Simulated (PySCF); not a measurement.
C4H11NSi, SMILES CNC1([SiH3])CC1.

Geometry optimised at B3LYP-D3(BJ)/def2-SVP. The structure was generated by enumeration, and PubChem lists no compound with its InChIKey, so it may never have been made. One conformer was computed; it need not be the lowest.

Method: PySCF with B3LYP-D3(BJ)/def2-SVP.

Frequencies are harmonic and unscaled.

```tsv
mode	ν (cm⁻¹)	IR (km/mol)	moving atoms (share of kinetic energy)
1	86	0.8	H 59 %, C 27 %
2	137	0.6	H 78 %, C 16 %
3	193	1.2	H 48 %, C 31 %, Si 17 %
4	210	0.4	H 51 %, C 38 %
5	236	0.7	H 61 %, C 31 %
6	268	0.8	C 43 %, H 40 %, N 11 %
7	349	4.6	N 29 %, H 27 %, Si 26 %, C 18 %
8	458	6.5	C 45 %, H 41 %, N 11 %
9	551	12.7	C 31 %, H 27 %, Si 21 %, N 20 %
10	637	21.2	H 76 %, Si 13 %
11	665	36.8	H 68 %, C 21 %, Si 10 %
12	736	105.4	H 72 %, N 15 %, C 12 %
13	784	10.9	H 94 %
14	859	10.5	H 46 %, C 42 %, N 11 %
15	910	17.7	C 54 %, H 45 %
16	931	237.0	H 91 %, Si 8 %
17	944	34.4	H 80 %, C 19 %
18	954	21.9	H 77 %, C 20 %
19	959	47.6	H 85 %, C 12 %
20	982	3.8	H 51 %, C 46 %
21	1051	7.4	H 71 %, C 28 %
22	1075	0.6	H 71 %, C 29 %
23	1114	11.1	H 39 %, C 36 %, N 25 %
24	1149	6.6	H 71 %, C 21 %
25	1172	1.0	H 77 %, C 21 %
26	1188	12.5	H 47 %, C 30 %, N 23 %
27	1239	9.5	C 59 %, H 34 %
28	1297	7.4	C 62 %, H 28 %, N 11 %
29	1424	5.0	H 92 %, C 8 %
30	1437	3.2	H 88 %, C 11 %
31	1453	5.9	H 80 %, C 11 %, N 8 %
32	1474	5.5	H 91 %
33	1478	2.1	H 70 %, C 30 %
34	1501	12.4	H 91 %
35	2202	116.0	H 97 %
36	2211	99.0	H 97 %
37	2214	121.2	H 96 %
38	2950	76.9	H 95 %
39	3061	35.6	H 93 %
40	3110	22.3	H 90 %, C 10 %
41	3120	12.4	H 96 %
42	3124	5.6	H 95 %
43	3214	0.1	H 89 %, C 11 %
44	3223	7.3	H 89 %, C 11 %
45	3522	0.6	H 93 %
```
